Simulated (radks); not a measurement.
Cd22+, configuration [Ar] 3d7 4s1 (not the ground configuration). All-electron calculation, scalar-relativistic Kohn-Sham, r2SCAN, spin-polarised, spherical densities, finite nucleus; open shells are filled with parallel spins first (spin-orbit coupling, left out, can overturn this in heavy ions); meta-GGA in the generalised Kohn-Sham scheme; Fermi nuclear charge, rms radius 4.6087 fm. Program: a radial shooting solver on a logarithmic mesh with Libxc functionals.

Normalised radial functions P(r) = r R(r), r in bohr:

| r | 3s down | 3p down | 3d up |
|---|---|---|---|
| 0.001329 | 0.1502 | 0.0035 | 0.0000 |
| 0.001921 | 0.2057 | 0.0067 | 0.0000 |
| 0.002775 | 0.2778 | 0.0128 | 0.0001 |
| 0.003977 | 0.3654 | 0.0242 | 0.0002 |
| 0.005747 | 0.4688 | 0.0463 | 0.0007 |
| 0.008303 | 0.5735 | 0.0874 | 0.0019 |
| 0.0119 | 0.6485 | 0.1592 | 0.0052 |
| 0.0172 | 0.6444 | 0.2837 | 0.0141 |
| 0.02484 | 0.4828 | 0.4781 | 0.0370 |
| 0.03561 | 0.1068 | 0.7335 | 0.0913 |
| 0.05145 | -0.4752 | 0.9947 | 0.2155 |
| 0.07434 | -1.0089 | 1.0712 | 0.4642 |
| 0.1066 | -1.0079 | 0.6970 | 0.8709 |
| 0.154 | -0.0999 | -0.2759 | 1.4017 |
| 0.2224 | 1.2967 | -1.4360 | 1.8027 |
| 0.3188 | 1.9440 | -1.8897 | 1.7229 |
| 0.4606 | 1.3348 | -1.3030 | 1.0988 |
| 0.6656 | 0.4185 | -0.4411 | 0.3998 |
| 0.954 | 0.0510 | -0.0620 | 0.0698 |
| 1.378 | 0.0015 | -0.0023 | 0.0038 |
| 1.991 | 0.0000 | 0.0000 | 0.0000 |

3s down: eigenvalue -1429.2 eV, 2 radial nodes at r = 0.0384, 0.158 bohr, <r> = 0.345 bohr, 90 % of the charge inside 0.505 bohr. 3p down: eigenvalue -1294.0 eV, 1 radial node at r = 0.141 bohr, <r> = 0.341 bohr, 90 % of the charge inside 0.509 bohr. 3d up: eigenvalue -1106.4 eV, 0 radial nodes, <r> = 0.311 bohr, 90 % of the charge inside 0.483 bohr.
